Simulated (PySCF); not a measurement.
Stepwise substitution at one centre (Al NH2-H). Isolated molecules, 0 K electronic values unless said otherwise. Strings in code marks are SMILES.

The four lowest singlet excitations (Tamm–Dancoff). The numbers are results of r2SCAN-D4/def2-TZVP run with PySCF, not measurements. Excitations are Tamm–Dancoff values on a coarser integration grid. The basis has no diffuse functions, so Rydberg states are missing or too high.

```
state  energy (eV)  wavelength (nm)  oscillator strength
-----  -----------  ---------------  -------------------
S1            6.06              205                0.000
S2            6.55              189                0.105
S3            6.77              183                0.029
S4            6.90              180                0.145
```

Question: Name which member gives these states.
(A) `[NH2][Al]([NH2])[NH2]`
(B) `[NH2][AlH2]`
(C) `[NH2][AlH][NH2]`

Answer: C, `[NH2][AlH][NH2]`
